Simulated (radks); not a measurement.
All-electron atom: As II in [Ar] 3d10 4s2 4p(up 1.5, down 0.5) (fractional occupations, a model configuration). All-electron calculation, scalar-relativistic Kohn-Sham, SCAN, spin-polarised, spherical densities, finite nucleus; meta-GGA in the generalised Kohn-Sham scheme; Fermi nuclear charge, rms radius 4.0968 fm. Program: a radial shooting solver on a logarithmic mesh with Libxc functionals.

Radial electron density D(r) = 4 pi r^2 rho(r):

```
   r/bohr * D(r) (the largest magnitude, 47.4, reaches the edge; | marks zero)
 0.003944 |    *
 0.004483 |     *
 0.005136 |       *
 0.005884 |        *
 0.006741 |           *
 0.007723 |             *
 0.008849 |                *
  0.01014 |                    *
  0.01161 |                       *
  0.01331 |                           *
  0.01524 |                               *
  0.01747 |                                    *
  0.02001 |                                       *
  0.02293 |                                           *
  0.02627 |                                             *
  0.03009 |                                              *
  0.03448 |                                              *
  0.03918 |                                             *
  0.04489 |                                           *
  0.05143 |                                        *
  0.05892 |                                      *
  0.06751 |                                     *
  0.07734 |                                      *
  0.08861 |                                          *
   0.1015 |                                              *
   0.1163 |                                                   *
   0.1333 |                                                      *
   0.1527 |                                                      *
   0.1749 |                                                  *
   0.2004 |                                            *
   0.2296 |                                    *
    0.263 |                              *
   0.3013 |                           *
   0.3425 |                            *
   0.3924 |                               *
   0.4496 |                                  *
    0.515 |                                   *
   0.5901 |                                *
    0.676 |                          *
   0.7745 |                    *
   0.8874 |             *
    1.017 |        *
    1.165 |     *
    1.334 |    *
    1.529 |   *
    1.752 |  *
    2.007 |  *
    2.299 | *
    2.634 |*
    2.994 |*
     3.43 *
    3.929 *
    4.502 *
    5.158 *
    5.909 *
     6.77 *
    7.756 *
```

D(r) has 3 maxima, at r = 0.0318, 0.143, 0.495 bohr, and minima at 0.0670, 0.311 bohr, inside which lie 2.08, 10.98 electrons.
